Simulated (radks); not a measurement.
Q: The mean radii <r> (bohr) of the occupied orbitals of an atom or ion are listed with their occupations. Method: non-relativistic Kohn-Sham, LDA (Slater exchange, VWN5 correlation), spin-polarised, spherical densities, point nucleus; computed with a radial shooting solver on a logarithmic mesh with Libxc functionals.

| orbital | occ. | <r> |
|---|---|---|
| 1s up | 1 | 0.07031 |
| 1s down | 1 | 0.07031 |
| 2s up | 1 | 0.3287 |
| 2s down | 1 | 0.3284 |
| 2p up | 3 | 0.2915 |
| 2p down | 3 | 0.2912 |
| 3s up | 1 | 1.016 |
| 3s down | 1 | 1.016 |
| 3p up | 3 | 1.089 |
| 3p down | 3 | 1.089 |
| 3d up | 2 | 1.500 |
| 4s up | 1 | 3.127 |

Name the element and its charge. Open shells, if any, are filled with parallel spins first.

A: Z = 22, titanium, charge +1: Ti+ in [Ar] 3d2 4s1. The 1s radius gives Z: for a bare nucleus <r> = 1.5/Z, 0.06818 bohr for Z = 22, and screening makes it slightly larger (0.07031 here). The occupations add up to 21, and the charge is Z minus that.
